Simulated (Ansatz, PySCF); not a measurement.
Process, species as SMILES: [SiH3]Cl → [SiH2-]Cl + H+
Each molecule is optimised on its own at B3LYP-D3(BJ)/def2-TZVP (Ansatz, an electronic-structure program).
Geometry of the first species:
```xyz
5

Si    -0.9899    -0.0500    -0.0380
Cl     1.0723     0.0541     0.0412
H     -1.3688    -1.0690    -1.0360
H     -1.5103     1.2742    -0.4302
H     -1.4910    -0.4257     1.2983
```

Wanted: gas-phase deprotonation energy (enthalpy at 298 K, with B3LYP-D3(BJ) rigid-rotor harmonic-oscillator terms from PySCF), in kcal/mol. Correlated levels leave the core frozen unless marked. Spin-orbit coupling is left out. Non-relativistic. Anions need diffuse functions: aug- sets have them; def2-D sets add few; the other sets have none. CBS marks a two-point X^-3 extrapolation of the correlation energy; Hartree-Fock from the larger set.

| level | program | gas-phase deprotonation energy (kcal/mol) |
|---|---|---|
| HF-D4/def2-TZVPD | PySCF + dftd4 | 367.1 |
| PBE0/def2-TZVP | Ansatz | 363.4 |

Problem. Predict the CCSD(T)/CBS(def2-TZVPPD,def2-QZVPPD) result (Ansatz).

Solution. 363.2 kcal/mol, so PBE0/def2-TZVP differs from it by 0.2 kcal/mol.
